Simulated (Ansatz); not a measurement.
Calculation: frozen-core CCSD(T)/aug-cc-pVTZ // PBE0-D4/def2-TZVPD run with Ansatz (a first-principles code).

Ansatz 0.2 input:
```yaml
crystal:
  periodic: [false, false, false]
  atoms:
    - { symbol: C, position_ang: [1.540437, -0.13068, 0.481101] }
    - { symbol: C, position_ang: [0.32509, -0.088823, 0.100536] }
    - { symbol: C, position_ang: [-0.957028, -0.182253, -0.303789] }
    - { symbol: H, position_ang: [2.101811, 0.785102, 0.67445] }
    - { symbol: H, position_ang: [-1.221749, -0.211345, -1.358383] }
    - { symbol: H, position_ang: [-1.776629, -0.244871, 0.408529] }
basis:
  gaussian: { orbitals: aug-cc-pVTZ }
correlation:
  method: ccsd_t
total_charge: -1
```

Output:

```
Functional definition: HF
1195 factors; integrals over basis functions are off by at most 1.0e-3 eV
mean field evaluation 1: about -3135.0154 eV, gradient 2.2e1 eV
mean field evaluation 2: about -3135.0170 eV, gradient 2.2e1 eV
mean field evaluation 4: about -3136.6460 eV, gradient 4.2e0 eV
mean field evaluation 8: about -3136.7222 eV, gradient 1.9e-1 eV
mean field evaluation 16: about -3136.7089 eV, gradient 1.2e0 eV
mean field -3136.72282897 eV, -115.2724378176 hartree, gradient 3.7e-6 eV, S^2 0.000000; 0 other end points of the search recorded, 0 dependent functions left out
3 core orbitals not correlated
reference -3136.72282897 eV, -115.2724378176 hartree; 8, 8 occupied and 196, 196 virtual orbitals, 1195 factors
second order -13.64431724 eV of doubles, -0.00000000 eV of singles
cycle   1  -13.57590226 eV  change    6.8e-2 eV  update   9.9e-2
cycle   2  -13.96990075 eV  change   -3.9e-1 eV  update   3.1e-2
cycle   3  -14.06758912 eV  change   -9.8e-2 eV  update   1.8e-2
cycle   4  -14.06003487 eV  change    7.6e-3 eV  update   5.8e-3
cycle   5  -14.05852351 eV  change    1.5e-3 eV  update   3.2e-3
cycle   6  -14.05895979 eV  change   -4.4e-4 eV  update   1.3e-3
cycle   7  -14.05858096 eV  change    3.8e-4 eV  update   7.1e-4
cycle   8  -14.05835907 eV  change    2.2e-4 eV  update   3.3e-4
cycle   9  -14.05844437 eV  change   -8.5e-5 eV  update   1.5e-4
cycle  10  -14.05848829 eV  change   -4.4e-5 eV  update   6.7e-5
cycle  11  -14.05843587 eV  change    5.2e-5 eV  update   3.2e-5
cycle  12  -14.05846042 eV  change   -2.5e-5 eV  update   1.5e-5
cycle  13  -14.05846120 eV  change   -7.8e-7 eV  update   5.6e-6
perturbative correction -0.78421584 eV, -0.0288194006 hartree
Total energy: -3151.56550602 eV, -115.8178961384 hartree
```

Cost: around 40 core-seconds (rough).
